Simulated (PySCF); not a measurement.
BeMe(SeMe), C2H6BeSe.
Cartesian coordinates in Å at the PBE0-D3(BJ)/def2-SVP level; atoms count from 1:
```xyz
10
C2H6BeSe angstrom
Be     0.2516   -0.8410    0.3450
C      0.3264   -0.8294    2.0192
H     -0.6682   -0.7365    2.4890
H      0.9473   -0.0040    2.4093
H      0.7716   -1.7647    2.4045
Se     0.1756   -0.8723   -1.6906
C     -0.3759    1.0040   -1.9397
H     -1.3958    1.1615   -1.5690
H     -0.3542    1.1901   -3.0207
H      0.3215    1.6922   -1.4470
```

Computed, not measured: PBE0-D3(BJ)/def2-SVP geometry optimisation, gas phase (PySCF 2.14.0).

Q: Which atoms are bound to Be1, and at what distances?

A: 2 atoms: C2 1.676 Å, Se6 2.037 Å. The nearest atom not counted as bound is H5, at 2.32 Å.

Q: What is the shape at Be1?

A: Linear: angle 179.4°.

Q: What are the other bond lengths?

A: C2–H3, C2–H4, C2–H5 1.104 Å; Se6–C7 1.972 Å; C7–H8, C7–H9, C7–H10 1.097 Å.

Q: Give some angles away from the centre.

A: Be1–Se6–C7 97.0°.

Q: What are the rotational constants (commonest isotopes, rigid rotor)?

A: A = 9202, B = 2281, C = 1872 MHz: an asymmetric top.

Point group: near Cs, missed by 0.31 Å at most; the miss may be what the optimiser left on a soft mode. Charge 0, singlet. No PBE0-D3(BJ)/def2-SVP frequencies stand behind this structure, so it isn't proved a minimum.
